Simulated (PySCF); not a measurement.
**Spinor energies of Fe⁴⁺ (iron, charge +4)**

Start: [Ar] 3d4; 3d3/2 filled at m_j = -3/2, -1/2, +1/2, +3/2. Calculated with PySCF 2.14 in x2c-TZVPPall-2c (6s7p4d2f1g, 70 functions): generalised Hartree-Fock with the X2C-1e Hamiltonian and a Gaussian nucleus; one run each with spin-orbit coupling (SO) switched off, then screened by Boettger's factors.

```json
{"spinor shell": "1s1/2", "electrons": "2", "ε, spin-free (eV)": "-7236.3", "ε, screened SO (eV)": "-7236.2", "weight of nominal j (screened SO)": "1.000", "rms radius, screened SO (bohr)": "0.0675"}
{"spinor shell": "2s1/2", "electrons": "2", "ε, spin-free (eV)": "-944.99", "ε, screened SO (eV)": "-944.95", "weight of nominal j (screened SO)": "1.000", "rms radius, screened SO (bohr)": "0.288"}
{"spinor shell": "2p1/2", "electrons": "2", "ε, spin-free (eV)": "-810.63", "ε, screened SO (eV)": "-819.86", "weight of nominal j (screened SO)": "0.976", "rms radius, screened SO (bohr)": "0.259"}
{"spinor shell": "2p3/2", "electrons": "4", "ε, spin-free (eV)": "-810.63", "ε, screened SO (eV)": "-806.07", "weight of nominal j (screened SO)": "0.988", "rms radius, screened SO (bohr)": "0.261"}
{"spinor shell": "3s1/2", "electrons": "2", "ε, spin-free (eV)": "-174.28", "ε, screened SO (eV)": "-174.27", "weight of nominal j (screened SO)": "1.000", "rms radius, screened SO (bohr)": "0.852"}
{"spinor shell": "3p1/2", "electrons": "2", "ε, spin-free (eV)": "-132.78", "ε, screened SO (eV)": "-134.75", "weight of nominal j (screened SO)": "0.653", "rms radius, screened SO (bohr)": "0.895"}
{"spinor shell": "3p3/2", "electrons": "4", "ε, spin-free (eV)": "-132.78", "ε, screened SO (eV)": "-131.79", "weight of nominal j (screened SO)": "0.826", "rms radius, screened SO (bohr)": "0.901"}
{"spinor shell": "3d3/2", "electrons": "4", "ε, spin-free (eV)": "-77.105", "ε, screened SO (eV)": "-77.116", "weight of nominal j (screened SO)": "0.516", "rms radius, screened SO (bohr)": "1.00"}
```

| quantity | spin-free | screened SO |
| --- | --- | --- |
| E (hartree) | -1267.51403 | -1267.53673 |
| M_J | 0 | 0 |
| ⟨J²⟩ | 4.005 | 3.901 |
| ⟨L²⟩ | 6.003 | 5.999 |
| ⟨S²⟩ | 6.001 | 5.997 |

The determinant has a definite M_J but mixes levels of different J.

Each row is a mean over spinors that exchange with the open shell spreads, by up to 15.758 eV (3p3/2).

Rows whose weight is well below 1 are mixtures of j = l ± 1/2: exchange outweighs spin-orbit coupling there, and the label is only the starting occupation.

Without spin-orbit coupling the j labels of p, d and f shells carry no meaning; the spin-free column gives the mean over the occupied spinors of each nl shell, and its ⟨J²⟩ belongs to a mixture of degenerate components.
